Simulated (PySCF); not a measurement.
**Structure from NMR data**

Molecular formula: C₇H₁₁FO. Simulated spectra:

1H NMR (400 MHz, computed): δ 5.04 (m, 1H), 4.76 (m, 1H), 4.20 (m, 1H), 4.14 (m, 1H), 3.43 (m, 1H), 1.39 (d, 3H), 0.95 (m, 1H), 0.84 (m, 1H), 0.45 (m, 1H).

13C{1H} NMR (computed): δ 103.8 (CH), 80.7 (CH2), 79.5 (CH2), 34.5 (C), 27.7 (CH2), 19.6 (CH3), 17.6 (CH).

[PySCF 2.14: NMR shieldings at PBE0/pcSseg-1/GIAO; structure optimised with GFN2-xTB; one conformer; no solvent model; one averaged value for each set of equivalent atoms; no relativistic terms]

Chemical shifts δ = σref − σ; 1H (σ = 31.72 ppm) and 13C (σ = 186.93 ppm) vs TMS, all at this level.

Problem. Which of these isomers gave the spectra?
A. C[C@@H]1C[C@@]12COC[C@H]2F
B. CO[C@@H]1C=CCC[C@H]1F
C. O=C(F)C1CCCCC1

Solution. A. 

The formula gives 2 degrees of unsaturation (2 rings in the answer). 7 carbon signals for 7 carbons: no two carbons are equivalent. Carbon types of the structure: 1 × C, 2 × CH, 3 × CH2, 1 × CH3, which accounts for all hydrogens. δC 103.8: sp3 CH bonded to F; the inductive effect lowers its shielding. δC 80.7, 79.5: sp3 CH2 bonded to O; pulled downfield by the heteroatom. δH 4.76, 4.20, 4.14, 3.43: hydrogen on an sp3 CH2 bonded to O; its carbon carries O, which withdraws density. δH 1.39: hydrogen on a methyl carbon; far from electronegative atoms and π systems. δH 0.95, 0.84, 0.45: hydrogen on a three-membered-ring carbon; cyclopropane-type protons are shielded by the ring.

The others: CO[C@@H]1C=CCC[C@H]1F has carbons computed at 136.9, 135.7, 100.4, 84.9, 61.6, 32.1, 28.6, with a different DEPT pattern; O=C(F)C1CCCCC1 would give 5 carbon signals, not 7.

Splittings by 19F in the carbon and heteronuclear signals aren't shown, as no couplings were computed. Shifts are as computed. Against solution values, carbons near 30 ppm lie about +3 ppm off and those near 130 ppm about +5 ppm. Of 1309 compounds with measured shifts, 239 miss one by over three times the rms of a fit or turn the order of signals round; such compounds aren't used in these exercises. No couplings were computed; multiplicities are counted from neighbouring protons, with m where these are inequivalent, close in shift, in a saturated or five-membered ring or joined by F or P, and br s for small geminal =CH2 splittings.
